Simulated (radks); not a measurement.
Values are calculated unless marked as measured or tabulated.
Problem. Radial electron density D(r) = 4 pi r^2 rho(r) of an atom or ion with 37 electrons. Code: a radial shooting solver on a logarithmic mesh with Libxc functionals. Model: Dirac Kohn-Sham, LB94 model potential, spin-unpolarised, spherical densities, finite nucleus; Fermi nuclear charge, rms radius of each element as measured or else 0.836 A^(1/3) + 0.57 fm.

r (bohr)  D(r) (e/bohr)
0.001384          2.229
0.001572          2.785
0.001787          3.471
0.002031          4.315
0.002309          5.347
0.002624          6.602
0.002958          8.015
0.003362          9.815
0.003821          11.96
0.004343          14.48
0.004936          17.42
0.00561           20.79
0.006377          24.61
0.007247          28.86
0.008237          33.46
0.009362          38.32
0.01064           43.27
0.01209           48.11
0.01374           52.57
0.01562           56.35
0.01775           59.15
0.02018           60.72
0.02275           60.97
0.02586           59.98
0.02939           57.98
0.0334            55.53
0.03796           53.41
0.04315           52.48
0.04904           53.49
0.05574           56.74
0.06335           61.93
0.072             68.00
0.08183           73.28
0.093             75.99
0.1057            74.87
0.1201            69.85
0.1365            62.36
0.1552            55.01
0.175             50.72
0.1989            50.42
0.226             53.96
0.2569            58.58
0.292             60.63
0.3318            57.44
0.3771            48.83
0.4286            37.25
0.4872            26.35
0.5537            18.97
0.6293            15.69
0.7153            14.98
0.8129            14.56
0.9239            12.90
1.05              9.902
1.193             6.427
1.346             3.632
1.529             1.633
1.738            0.5940
1.976            0.1717
2.245           0.03875
2.552          0.006688
2.9           0.0008624

What is the nuclear charge?

Solution. Z = 47. The innermost maximum, from 1s, lies near gamma/Z bohr with gamma = sqrt(1 - (Z/c)^2) = 0.939, here 0.02 bohr (found: 0.0220), and its height grows with Z. The density is that of the silver ion Ag10+ in [Kr] 4d1; the configuration itself is not fixed sharply by these data, and Z only to a few units. D(r) has 3 maxima, at r = 0.0220, 0.0960, 0.290 bohr, and minima at 0.0431, 0.188 bohr, inside which lie 2.03, 11.14 electrons.
